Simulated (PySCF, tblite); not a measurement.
Bond stretch in H₂ (cation, charge +1), doublet.

Levels: UCCSD(T) = CCSD(T) on UHF/aug-cc-pVTZ run with PySCF; NEVPT2 = SC-NEVPT2 on CASSCF(1,2)/aug-cc-pVTZ, all electrons correlated run with PySCF 2.14.0; GFN2-xTB, 300 K electronic temperature (tblite); UHF/aug-cc-pVTZ (PySCF); UKS-LDA (SVWN5) = unrestricted LDA (SVWN5)/aug-cc-pVTZ (PySCF).

Energies are in mEh, each relative to the lowest point of its own curve near equilibrium.

```csv
R / Å,UCCSD(T),NEVPT2,GFN2-xTB,UHF,UKS-LDA (SVWN5)
0.82,15.8,15.8,10.1,15.8,24.7
0.89,6.9,6.9,3.9,6.9,13.5
0.94,3.1,3.1,1.4,3.1,8.1
0.98,1.3,1.3,0.4,1.3,5.0
1.02,0.3,0.3,0.0,0.3,2.8
1.06,0.0,0.0,0.2,0.0,1.3
1.10,0.3,0.3,0.8,0.3,0.4
1.13,0.8,0.8,1.5,0.8,0.1
1.17,1.9,1.9,2.8,1.9,0.0
1.22,3.8,3.8,4.8,3.8,0.4
1.26,5.5,5.5,6.6,5.5,1.0
1.36,10.8,10.8,11.7,10.8,3.5
1.47,17.5,17.5,18.0,17.5,7.1
1.65,29.1,29.1,28.4,29.1,13.8
1.82,39.8,39.8,37.6,39.8,20.0
1.97,48.7,48.7,44.7,48.7,24.9
2.19,60.2,60.2,53.0,60.2,30.9
2.40,69.5,69.5,58.7,69.5,35.1
2.72,80.4,80.4,63.8,80.4,38.9
2.99,87.1,87.1,65.6,87.1,40.2
3.29,92.4,92.4,65.7,92.4,40.3
3.80,97.6,97.6,63.3,97.6,38.6
4.37,100.4,100.4,—,100.4,35.7
```

A dash means that the run gave no value there, or that the column was ended at a point which the program doubted or which failed a test of continuity chosen for this set; such a test can also cut sound points.

At the longest distance UKS-LDA (SVWN5) leaves fractional charges on the fragments, a sign of delocalisation error or of the restricted form.
